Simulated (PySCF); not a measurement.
A structure optimised at PBE-D3(BJ)/def2-SVP, used in a PySCF frequency run:

```
Sb
Cl 1 2.2989
Cl 1 2.2989 2 109.47
Cl 1 2.2989 2 109.47 3 120.00
Cl 1 2.2989 2 109.47 3 -120.00
```
Charge +1, spin multiplicity 1.

Q: Write its SMILES, formula and point group.

A: [Cl][Sb+]([Cl])([Cl])[Cl], Cl4Sb, Td

Q: What are its rotational constants (standard atomic weights)?

A: 1.0116, 1.0116, 1.0116 GHz
